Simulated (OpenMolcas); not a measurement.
Ni2+ (d8) among equal point charges was computed by CASSCF with the d shell active (OpenMolcas, ANO-RCC-VDZP on the metal). Its lowest spin-free states, and all those of the highest spin:

| 2S+1 | Degeneracy | E (cm-1) |
| --- | --- | --- |
| 3 | 1 | 0.0 |
| 3 | 3 | 4123 |
| 3 | 3 | 7326 |
| 1 | 2 | 18367 |
| 1 | 3 | 21382 |
| 3 | 3 | 24436 |
| 1 | 1 | 28147 |
| 1 | 3 | 29102 |
| 1 | 2 | 30889 |
| 1 | 3 | 31584 |
| 1 | 1 | 66580 |

Q: Is the site octahedral, tetrahedral or cube-like, axial, or of lower symmetry?

A: The states with 2S+1 = 3 have orbital degeneracies 1, 3, 3, 3. Threefold states need a cubic site. For d8 at this spin an octahedron puts the single A2 below the threefold T2 and a tetrahedron or cube puts the threefold T1 below the threefold T2, so the site is octahedral. The first gap at this spin, 4120 cm-1, is |10Dq| in ligand-field theory. The run had Ni2+ among 6 point charges of -1 e arranged as an octahedron (Oh), 1.73 Å from the ion.

Without dynamic correlation the repulsion within the d shell is too large (B by tens of per cent), so at a given field states of lower spin stand too high. Point charges carry no covalency, so the field is a model and not that of real ligands. No measured value stands beside these numbers.
